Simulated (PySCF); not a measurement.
C6H13NSi.
Structure used (GFN2-xTB), in Å, numbered top down from 1:
```xyz
21
C6H13NSi angstrom
C     -2.326    1.933    0.933
N     -1.828    0.795    1.103
C     -0.952    0.188    0.176
Si    -1.776   -1.421   -0.399
C     -0.029    0.979   -0.721
C      0.523    0.257    0.473
C      1.435   -0.935    0.316
C      2.892   -0.499    0.183
H     -3.015    2.302    1.679
H     -2.122    2.592    0.083
H     -1.685   -2.417    0.666
H     -1.110   -1.903   -1.613
H     -3.172   -1.115   -0.712
H      0.183    0.575   -1.701
H     -0.056    2.059   -0.697
H      0.789    0.886    1.318
H      1.330   -1.589    1.186
H      1.145   -1.504   -0.568
H      3.537   -1.363    0.044
H      3.012    0.164   -0.671
H      3.216    0.032    1.076
```

NICS = −σ at a ghost point: NICS(0) at the centroid of the ring atoms, NICS(1) 1 Å to either side along the normal of their mean plane, zz for the tensor component along that normal. Level: GIAO PBE0/pcSseg-1 (PySCF, non-relativistic, gas phase) on the GFN2-xTB geometry, one conformer.

Ring bond lengths (Å), with Mayer bond orders in brackets: C3–C5 1.511 (0.93), C5–C6 1.501 (0.91), C6–C3 1.505 (0.88).

Q: What do the NICS probes read (ppm)?

A: 
| ring | type | NICS(0) | NICS(1), two faces | NICS(1)zz, two faces | rms pucker (Å) | centre to ring atoms, mean (Å) |
| --- | --- | --- | --- | --- | --- | --- |
| C3–C5–C6 | 3-membered carbocycle; formal bonds all single | -40.5 | -8.5 / -7.6 | -19.9 / -17.9 | 0.00 | 0.87 |

Q: What do they say, and how far can they be read as aromaticity?

A: 
- C3–C5–C6: mean NICS(1)zz -18.9 ppm, shielded. C3, C5, C6 have four or more neighbours; no verdict on aromaticity is drawn. NICS(0) lies 32 ppm below the mean NICS(1).

Q: Give the inner angles of the rings and the Hirshfeld charges of the ring atoms.

A: 
- C3–C5–C6: C3 59.7° (-0.045 e), C5 60.0° (-0.101 e), C6 60.3° (-0.034 e); sum 180.0° against 180° for a flat convex ring.

The run took 54 s (grids of density and orbitals included) on one thread of an Arm Neoverse V1, shared host with 32 logical CPUs at a one-minute load of 29, and the process peaked at 1.0 GiB of memory. This is the whole shielding run at PBE0/pcSseg-1, SCF included.
